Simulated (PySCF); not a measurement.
# C₆ coefficients of unlike pairs at TPSS

Calculated with PySCF 2.14 from the dipole response of each species, C₆(A,B) = (3/π) ∫ α_A(iu) α_B(iu) du, in atomic units, from isotropic polarisabilities. For ions this is the dispersion term alone; charge-induced terms of lower order in 1/R come first.

```csv
species,configuration,basis,relativity,α (bohr³),C₆ (like pair)
C⁺,[He] 2s2 2p1 (2P),def2-QZVPPD (8s4p4d2f1g),none,6.105,14.87
I⁺,[Kr] 4d10 5s2 5p4 (3P),"aug-cc-pVTZ-PP with one added diffuse shell each of d, f type with ECP28MDF (6s5p5d3f)",core potential,20.58,175.8
Au,[Xe] 4f14 5d10 6s1 (2S),def2-TZVPPD with the def2 core potential (60 electrons) (6s5p3d2f1g),core potential,33.04,264.4
Cr⁺,[Ar] 3d5 (6S),"aug-cc-pVTZ with one added diffuse shell each of s, p, d, f, g type (9s8p6d4f3g)",none,14.42,54.57
```

Q: Estimate C₆ for Au with C⁺.

A: The integral gives 61.61. The combination rule 2 C_A C_B / (C_A α_B/α_A + C_B α_A/α_B) gives 60.80 and the geometric mean 62.70.

No spin-orbit coupling is included.

The other pairs:

```csv
pair,C₆
"Cr⁺, I⁺",96.67
"Cr⁺, C⁺",28.16
"Cr⁺, Au",119.9
"Au, I⁺",211.4
"I⁺, C⁺",51.11
```
